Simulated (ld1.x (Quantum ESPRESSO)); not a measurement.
# Building the ultrasoft potential for Ce (Z = 58) (LDA (PZ), scalar-relativistic).

Input for ld1.x (Quantum ESPRESSO) 7.5:

```
&input
   title='Ce', zed=58., rel=1, dft='PZ', iswitch=3,
   config='[Xe] 4f0.5 5d1.5 6s2 6p0',
   nld=4, rlderiv=3.40, eminld=-5.0, emaxld=5.0, deld=0.02
 /
 &inputp
   pseudotype=3, tm=.true., lloc=-2, rcloc=1.15,
   nlcc=.true., new_core_ps=.true., rcore=1.05,
   which_augfun='PSQ', rmatch_augfun_nc=.true.,
   file_pseudopw='Ce.UPF', file_wfcaegen='ae.wfc', file_wfcncgen='nc.wfc', file_beta='beta', file_chi='chi', file_wfcusgen='us.wfc'
 /
8
5S  1  0   2.00   0.00  1.90  2.05  0.0
6S  2  0   2.00   0.00  1.90  2.05  0.0
5P  2  1   6.00   0.00  2.45  2.75  0.0
6P  3  1   0.00   0.00  2.45  2.75  0.0
5D  3  2   1.50   0.00  2.60  3.15  0.0
5D  3  2   0.00   0.50  2.60  3.15  0.0
4F  4  3   0.50   0.00  1.00  1.35  0.0
4F  4  3   0.00   0.10  1.00  1.35  0.0
 &test
   configts(1)='4f0.5 5s2 5p6 5d1.5 6s2 6p0'
 /
```

Command:

```bash
ld1.x < Ce.in > Ce.out
```

The program printed (shortened: banner, matrices, multipoles, cross overlaps and the repeated all-electron block are left out):

```
Program LD1 v.7.5
     --------------------------- All-electron run ----------------------------

     Ce
     scalar relativistic calculation

     atomic number is 58.00
     dft =PZ   lsd =0 sic =0 latt =0  beta=0.20 tr2=1.0E-14
     Exchange-correlation= PZ
                           (   1   1   0   0   0   0   0)
     mesh =1255 r(mesh) = 100.94310 a.u. xmin = -7.00 dx = 0.01250
     1 Ry =  13.60569312 eV, c = 137.03599908

     n l     nl                  e(Ry)          e(Ha)          e(eV)
     1 0     1S 1( 2.00)     -2957.1028     -1478.5514    -40233.4332
     2 0     2S 1( 2.00)      -473.8002      -236.9001     -6446.3795
     2 1     2P 1( 6.00)      -424.5714      -212.2857     -5776.5885
     3 0     3S 1( 2.00)      -102.2607       -51.1304     -1391.3283
     3 1     3P 1( 6.00)       -86.6033       -43.3017     -1178.2984
     4 0     4S 1( 2.00)       -20.8956       -10.4478      -284.2995
     4 1     4P 1( 6.00)       -15.7717        -7.8858      -214.5847
     3 2     3D 1(10.00)       -64.3006       -32.1503      -874.8540
     5 0     5S 1( 2.00)        -3.1154        -1.5577       -42.3872
     5 1     5P 1( 6.00)        -1.8076        -0.9038       -24.5932
     4 2     4D 1(10.00)        -8.3916        -4.1958      -114.1733
     4 3     4F 1( 0.50)        -0.6281        -0.3140        -8.5454
     5 2     5D 1( 1.50)        -0.2710        -0.1355        -3.6865
     6 0     6S 1( 2.00)        -0.2960        -0.1480        -4.0275
     6 1     6P 1( 0.00)        -0.1064        -0.0532        -1.4483

     final scf error:  9.2E-15 reached in  30 iterations

     Etot =  -17707.641206 Ry,   -8853.820603 Ha, -240924.732175 eV

     Ekin =   18764.816460 Ry,    9382.408230 Ha,  255308.334262 eV
     Encl =  -42892.421830 Ry,  -21446.210915 Ha, -583581.128720 eV
     Eh   =    6824.775763 Ry,    3412.387882 Ha,   92855.804671 eV
     Exc  =    -404.811599 Ry,    -202.405799 Ha,   -5507.742389 eV

     normalization and overlap integrals

     s(1S/1S) =  1.000000  <r> =   0.0246  <r2> =    0.0008  r(max) =   0.0158
     s(2S/2S) =  1.000000  <r> =   0.1053  <r2> =    0.0131  r(max) =   0.0887
     s(2P/2P) =  1.000000  <r> =   0.0924  <r2> =    0.0104  r(max) =   0.0717
     s(3S/3S) =  1.000000  <r> =   0.2790  <r2> =    0.0890  r(max) =   0.2534
     s(3P/3P) =  1.000000  <r> =   0.2770  <r2> =    0.0889  r(max) =   0.2502
     s(4S/4S) =  1.000000  <r> =   0.6368  <r2> =    0.4576  r(max) =   0.5928
     s(4P/4P) =  1.000000  <r> =   0.6740  <r2> =    0.5164  r(max) =   0.6154
     s(3D/3D) =  1.000000  <r> =   0.2538  <r2> =    0.0759  r(max) =   0.2049
     s(5S/5S) =  1.000000  <r> =   1.4990  <r2> =    2.5247  r(max) =   1.3526
     s(5P/5P) =  1.000000  <r> =   1.7333  <r2> =    3.4057  r(max) =   1.5327
     s(4D/4D) =  1.000000  <r> =   0.7417  <r2> =    0.6376  r(max) =   0.6551
     s(4F/4F) =  1.000000  <r> =   1.0437  <r2> =    1.4126  r(max) =   0.6974
     s(5D/5D) =  1.000000  <r> =   2.7996  <r2> =    9.4047  r(max) =   2.1214
     s(6S/6S) =  1.000000  <r> =   4.2094  <r2> =   20.0604  r(max) =   3.6312
     s(6P/6P) =  1.000000  <r> =   5.6950  <r2> =   37.1159  r(max) =   4.7806

     ------------------------ End of All-electron run ------------------------

     --------------------- Generating US pseudopotential ---------------------

      Generating local potential from pseudized AE potential:
      Matching radius rcloc =   1.1500
      Enforcing V''(0)=0 (lloc=-2)

      Local pseudo, rcloc= 1.150 Estimated cut-off energy=    23.68 Ry

      Computing core charge for nlcc:

       r > 1.05 : true rho core
      Core charge pseudized with two Bessel functions
      Integrated core pseudo-charge :  23.21
      Wfc-us  5S rcutus= 2.043  Estimated cut-off energy=    12.66 Ry
      Wfc-us  6S rcutus= 2.043  Estimated cut-off energy=    23.61 Ry
      Wfc-us  5P rcutus= 2.758  Estimated cut-off energy=    11.29 Ry
      Wfc-us  6P rcutus= 2.758  Estimated cut-off energy=    20.90 Ry
      Wfc-us  5D rcutus= 3.125  Estimated cut-off energy=    11.82 Ry
      Wfc-us  5D rcutus= 3.125  Estimated cut-off energy=    18.28 Ry
      Wfc-us  4F rcutus= 1.336  Estimated cut-off energy=    88.34 Ry
      Wfc-us  4F rcutus= 1.336  Estimated cut-off energy=    94.35 Ry

     Q pseudized with Bessel functions
     Expected ecutrho=     559.3208 due to l1=  3   l2=  3

     ------------------- End of pseudopotential generation -------------------

     Computing logarithmic derivative in   3.38999
     Computing logarithmic derivative in   3.38999
     Computing the partial wave expansion
     R is outside the sphere for l=    0 j= 0.00
     R is outside the sphere for l=    0 j= 0.00
     R is outside the sphere for l=    1 j= 0.00
     R is outside the sphere for l=    1 j= 0.00
     R is outside the sphere for l=    2 j= 0.00
     R is outside the sphere for l=    2 j= 0.00
     R is outside the sphere for l=    3 j= 0.00
     R is outside the sphere for l=    3 j= 0.00

     ---------------------- Testing the pseudopotential ----------------------

     Ce
     scalar relativistic calculation

     atomic number is 58.00   valence charge is 12.00
     dft =PZ   lsd =0 sic =0 latt =0  beta=0.20 tr2=1.0E-14
     mesh =1255 r(mesh) = 100.94310 xmin = -7.00 dx = 0.01250

     n l     nl             e AE (Ry)        e PS (Ry)    De AE-PS (Ry)
     4 3     4F   1( 0.50)       -0.62807       -0.62836        0.00029
     1 0     5S   1( 2.00)       -3.11540       -3.11540       -0.00000
     2 1     5P   1( 6.00)       -1.80757       -1.80759        0.00002
     3 2     5D   1( 1.50)       -0.27095       -0.27098        0.00002
     2 0     6S   1( 2.00)       -0.29602       -0.29601       -0.00000
     3 1     6P   1( 0.00)       -0.10645       -0.10642       -0.00003

     eps = 8.8E-15  iter =  9

     Etot =  -17707.641206 Ry,   -8853.820603 Ha, -240924.732175 eV
     Etotps =  -146.587054 Ry,     -73.293527 Ha,   -1994.418467 eV

     Ekin =      22.661626 Ry,      11.330813 Ha,     308.327134 eV
     Encl =    -174.264260 Ry,     -87.132130 Ha,   -2370.986039 eV
     Ehrt =      62.606830 Ry,      31.303415 Ha,     851.809314 eV
     Ecxc =     -81.162980 Ry,     -40.581490 Ha,   -1104.278602 eV
     (Ecc =     -67.606327 Ry,     -33.803164 Ha,    -919.830941 eV)
     Epseu=      23.571730 Ry,      11.785865 Ha,     320.709726 eV

     ---------------------- End of pseudopotential test ----------------------
```

Note: ghost state, extra bound levels that the all-electron valence spectrum of the same l lacks: s at -14.7 eV (p not tested). A true bound ghost makes a file unfit for plane-wave use. Its overlap operator is not positive definite in a basis up to 400 Ry (lowest eigenvalue p -0.23), so the file is unfit for use: the generalised eigenproblem breaks down once the basis is large enough, and its test numbers describe a broken file.

Generation and configuration tests took about 1.2 s on one core of a shared server CPU.

Transferability test of the new file with ld1.x, input:

```
&input
   title='Ce', zed=58., rel=1, dft='PZ', iswitch=2,
   config='[Xe] 4f0.5 5d1.5 6s2 6p0'
 /
 &test
   file_pseudo='Ce.UPF', nconf=10,
   configts(1)='4f0.5 5s2 5p6 5d1.5 6s2 6p0',
   configts(2)='4f1 5s2 5p6 5d1 6s2 6p0',
   configts(3)='4f1 5s2 5p6 5d1 6s1 6p0',
   configts(4)='4f1 5s2 5p6 5d1 6s0 6p0',
   configts(5)='4f1 5s2 5p6 5d1 6s1.5 6p0',
   configts(6)='4f2 5s2 5p6 5d1 6s0 6p0',
   configts(7)='4f1 5s2 5p6 5d1.5 6s1.5 6p0',
   configts(8)='4f1 5s2 5p5 5d1 6s2 6p0',
   configts(9)='4f0.5 5s2 5p6 5d1.5 6s2 6p0', lsdts(9)=1,
   configts(10)='4f1 5s2 5p6 5d1 6s2 6p0', lsdts(10)=1
 /
```

```bash
ld1.x < Ce.test.in > Ce.test.out
```

Pseudopotential blocks of its output, shortened (energy terms left out):

```
     ---------------------- Testing the pseudopotential ----------------------

     n l     nl             e AE (Ry)        e PS (Ry)    De AE-PS (Ry)
     4 3     4F   1( 0.50)       -0.62807       -0.62836        0.00029
     1 0     5S   1( 2.00)       -3.11540       -3.11540       -0.00000
     2 1     5P   1( 6.00)       -1.80757       -1.80759        0.00002
     3 2     5D   1( 1.50)       -0.27095       -0.27098        0.00002
     2 0     6S   1( 2.00)       -0.29602       -0.29601       -0.00000
     3 1     6P   1( 0.00)       -0.10645       -0.10642       -0.00003

     eps = 8.7E-15  iter =  9

     Etot =  -17707.641206 Ry,   -8853.820603 Ha, -240924.732175 eV
     Etotps =  -146.587054 Ry,     -73.293527 Ha,   -1994.418467 eV

     ---------------------- End of pseudopotential test ----------------------
```

The test run then stopped with an error in chargeps: “negative rho”.
